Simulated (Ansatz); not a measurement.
Species: GaH, charge 1, multiplicity 2. SMILES of the parent species: [GaH]

Atoms: Ga1, H2. Bonds: Ga1-H2.

Bond lengths (Å) and angles (degrees) optimised at HF/3-21G with Ansatz (a program for electronic structure); HF/6-31G* with LANL2DZ past Ar with Ansatz; PBE/6-31G* with LANL2DZ past Ar with Ansatz, each started from the B3LYP-D3(BJ)/def2-TZVP structure (Ansatz) of the last column. A row stands for all coordinates that are equal there. 6-31G* holds six Cartesian d functions.

```tsv
coordinate	HF/3-21G	HF/6-31G* with LANL2DZ past Ar	PBE/6-31G* with LANL2DZ past Ar	B3LYP-D3(BJ)/def2-TZVP
Ga1-H2	1.638	1.662	1.687	1.690
```

Mean signed difference of all 1 bond lengths from B3LYP-D3(BJ)/def2-TZVP: HF/3-21G -0.052 Å, HF/6-31G* with LANL2DZ past Ar -0.028 Å, PBE/6-31G* with LANL2DZ past Ar -0.003 Å.
